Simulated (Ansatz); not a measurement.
Species: sum formula Si2H5Cl, net charge 0, singlet state. 
Structure (B3LYP-D3(BJ)/def2-TZVP (Ansatz, a first-principles code) minimum search):
SMILES: [SiH3][SiH2]Cl
```xyz
8

Si    -1.8389    -0.3520     0.1356
Si     0.4719    -0.7234     0.0485
Cl     1.4291     1.1058    -0.1906
H     -2.2873     0.2871    -1.1232
H     -2.5446    -1.6459     0.3062
H     -2.1572     0.5330     1.2799
H      0.9808    -1.3367     1.2956
H      0.8513    -1.5815    -1.0961
```
Charge 0, spin multiplicity 1.

Quantity: vertical triplet-singlet gap (E(triplet) - E(singlet); each state is the SCF solution reached for its spin), in eV. Cores are frozen in the correlated levels unless marked. Open shells are spin-unrestricted. Spin-orbit coupling is left out. No relativistic terms. Basis-set limits of correlation are two-point, X^-3; Hartree-Fock from the larger set. The bracket is a focal-point correction in the basis named.

```json
[
 {"level": "HF/aug-cc-pV(D+d)Z", "program": "Ansatz", "vertical triplet-singlet gap (eV)": "5.96"},
 {"level": "HF/aug-cc-pV(T+d)Z", "program": "Ansatz", "vertical triplet-singlet gap (eV)": "5.83"}
]
```

Problem. Predict the RI-MP2/CBS(aug-cc-pV(T+d)Z,aug-cc-pV(Q+d)Z)+[CCSD(T)-MP2]/aug-cc-pV(T+d)Z result (Ansatz).

Solution. 5.88 eV, so HF/aug-cc-pV(T+d)Z differs from it by -0.05 eV.
